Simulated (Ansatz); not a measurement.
Geometry optimisation, RKS revPBE/def2-SVP (Ansatz 0.2.0).

Input:

```yaml
crystal:
  periodic: [false, false, false]
  atoms:
    - { symbol: Ge, position_ang: [0.0, 0.0, 0.0] }
    - { symbol: O, position_ang: [0.0, 0.0, 2.12] }
    - { symbol: H, position_ang: [-0.9095, -0.2814, 2.4571] }
    - { symbol: H, position_ang: [1.4616, 0.0, -0.5162] }
    - { symbol: H, position_ang: [-0.73, 1.2648, -0.5162] }
    - { symbol: H, position_ang: [-0.73, -1.2648, -0.5162] }
    - { symbol: H, position_ang: [0.9656, -1.4663, 0.5833] }
    - { symbol: H, position_ang: [0.7487, -1.1369, 1.5265] }
basis:
  gaussian: { orbitals: def2-SVP }
hamiltonian:
  xc: revpbe
relax:
  f_tol: 0.15
  max_steps: 25
  restrain:
    - { distance: [0, 6], at: 1.55, k: 30.0 }
    - { distance: [7, 1], at: 1.01, k: 30.0 }
    - { distance: [0, 1], at: 2.97, k: 30.0 }
    - { distance: [7, 6], at: 1.86, k: 30.0 }
output:
  orbitals: {}
```

Run as:

```bash
$ ansatz run input.yaml --threads 1 --pin off --max-ram 2048MiB --backend cpu --events-out ev --progress --plain --runs-dir out
```

Problem. Where does it end, and by what steps?

Solution. The forces met the threshold. The restraints hold the end off the free minimum. After 10 steps the energy has fallen by 2.100 eV (the restraints' own energy left out); H8 moved furthest, 0.92 Å. Parted: Ge1–O2. Joined: O2–H8.

| step | energy less start (eV) | largest force component (eV/Å) | accepted |
| --- | --- | --- | --- |
| 0 | 0.0000 | 2.932 | yes |
| 1 | 0.8784 | 2.633 | yes |
| 2 | 0.7972 | 2.161 | yes |
| 3 | 0.1025 | 1.968 | yes |
| 4 | -0.8379 | 1.456 | yes |
| 5 | -1.5273 | 0.926 | yes |
| 6 | -1.9392 | 1.062 | yes |
| 7 | -2.0869 | 0.771 | yes |
| 8 | -2.0948 | 0.695 | yes |
| 9 | -2.0743 | 1.146 | no |
| 10 | -2.1002 | 0.562 | yes |

```xyz
8
Properties=species:S:1:pos:R:3
Ge 0.229 -0.358 -0.438
O 0.016 0.062 2.513
H -0.892 -0.252 2.687
H 1.438 0.146 -1.279
H -0.555 0.847 0.107
H -0.707 -1.170 -1.384
H 0.777 -1.377 0.594
H 0.501 -0.782 2.338
```

The run took 7.7 s on 1 thread of AMD EPYC 9B45 (Zen 5), with other jobs on the host, peak memory 0.15 GiB.
